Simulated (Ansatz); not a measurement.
Molecule: sum formula GaH2Br, net charge 0, singlet state. SMILES: [GaH2][Br]
Geometry: optimised at B3LYP-D3(BJ)/def2-TZVP (Ansatz, an electronic-structure program).

Quantity: vertical ionisation energy (to the doublet state of charge +1; each state is the SCF solution reached for its spin), in eV. Cores are frozen in the correlated levels unless marked. Open shells are spin-unrestricted. Spin-orbit coupling is left out. Frozen are the shells of the preceding noble gas and the d and f shells that filled before the atom's block. No relativistic terms. Basis-set limits of correlation are two-point, X^-3; Hartree-Fock from the larger set.

CCSD(T)/CBS(aug-cc-pVTZ,aug-cc-pVQZ) (Ansatz) gives 10.68 eV.

Question: Another calculation gave 10.25 eV. Which level was it?
A. r2SCAN/def2-TZVPD (Ansatz)
B. PBE/def2-TZVPD (Ansatz)
C. CAM-B3LYP/def2-TZVPD (Ansatz)

Answer: A, r2SCAN/def2-TZVPD (Ansatz). The others give 10.49 (CAM-B3LYP), 10.06 (PBE) eV.
